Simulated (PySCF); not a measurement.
**UHF on B⁺ (boron, charge +1)**

Configuration: [He] 2s2, closed-shell 1S. All numbers are calculated (PySCF 2.14, the spin-free X2C one-electron Hamiltonian (Gaussian nucleus), in aug-cc-pVDZ-DK (4s3p2d, 23 functions)).

- Total energy: -24.241840 hartree
- One-electron energy: -30.3353 hartree
- Hartree (Coulomb) energy: 9.5789 hartree
- Exchange energy: -3.4855 hartree
- ⟨S²⟩: 0.0000
- ⟨L²⟩: 0.000
- Sum of ⟨r⟩: 4.270 bohr
- Sum of ⟨r²⟩: 8.048 bohr²
- Langevin diamagnetic susceptibility: -6.37 ×10⁻⁶ cm³/mol
- Time after the integrals: 0.06 s of wall time on 1 thread of Neoverse-N1 (shared host)

| shell | electrons | mean orbital energy (hartree) | rms radius, mean of both spins (bohr) |
| --- | --- | --- | --- |
| 1s | 2 | -8.19960 | 0.378 |
| 2s | 2 | -0.87461 | 1.97 |
